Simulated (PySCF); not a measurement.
**Checking a proposed structure**

A compound C6H14OSi2 gives the data below (simulated from a calculation) and was assigned the structure `C=C(C)[C@@H]1C[SiH2][C@H]1O[SiH3]`.

13C{1H} NMR (computed): δ 204.1 (C), 172.7 (CH), 144.0 (CH), 31.8 (CH2), -0.8 (CH3, 2C).

1H NMR (400 MHz, computed): δ 7.44 (m, 1H), 7.02 (d, 1H), 4.90 (m, 1H), 4.01 (t, 3H), 2.44 (q, 2H), 0.09 (d, 6H).

- PBE0/pcSseg-1 with gauge-including orbitals
- coordinates at the GFN2-xTB level
- program: PySCF
- one computed conformer, isolated molecule, rapidly exchanging positions averaged, non-relativistic Hamiltonian

Scale: 1H (31.72 ppm) and 13C (186.93 ppm) against TMS (reference shieldings calculated alike).

(1) Compare with the shifts computed for the proposed structure, pairing carbons in order of shift.

(2) Which isomer fits?

## Answers

(1) Mapped SMILES: `[CH2:1]=[C:2]([CH3:3])[C@@H:4]1[CH2:5][SiH2:6][C@H:7]1[O:8][SiH3:9]`; H(Xn) means a hydrogen on atom n.

| atom | computed for proposal | given list | difference |
| --- | --- | --- | --- |
| C2 | 169.8 | 204.1 | -34.3 |
| C1 | 116.7 | 172.7 | -56.0 |
| C7 | 82.3 | 144.0 | -61.7 |
| C4 | 53.8 | 31.8 | +22.0 |
| C3 | 28.3 | -0.8 | +29.1 |
| C5 | 15.2 | -0.8 | +16.0 |

The rms difference is 40.2 ppm and the largest -61.7 ppm at C7 (sp3 CH bonded to O and Si). The proposal also would give 6 carbon signals, not 5. The carbon types in order of shift don't match either: C, CH2, CH, CH, CH3, CH2 for the proposal against C, CH, CH, CH2, CH3, CH3 in the data. The proposal doesn't fit.

(2) `C[SiH](C)/C=C\C(=O)C[SiH3]`.

1. Carbon types of the structure: 1 × C, 2 × CH, 1 × CH2, 2 × CH3, leaving 4 H on heteroatoms.
2. δC 204.1: ketone carbonyl carbon; the double bond to the heteroatom, with no lone-pair donor beside it, deshields it most.
3. δC 172.7: β carbon of a C=C–C=O unit; conjugation with the carbonyl draws π density from the β position.
4. δC 144.0: α carbon of a C=C–C=O unit; an sp2 carbon of a C=C bond.
5. δC 31.8: sp3 CH2 bonded to Si, α to a carbonyl; the adjacent C=O deshields it moderately.

The shifts were computed for this structure.

Shifts are as computed. Against solution values, carbons near 30 ppm lie about +3 ppm off and those near 130 ppm about +5 ppm. Of 1211 compounds with measured shifts, 218 miss one by over three times the rms of a fit or turn the order of signals round; such compounds aren't used in these exercises. No couplings were computed; multiplicities are counted from neighbouring protons, with m where these are inequivalent, close in shift, in a saturated or five-membered ring or joined by F or P, and br s for small geminal =CH2 splittings.
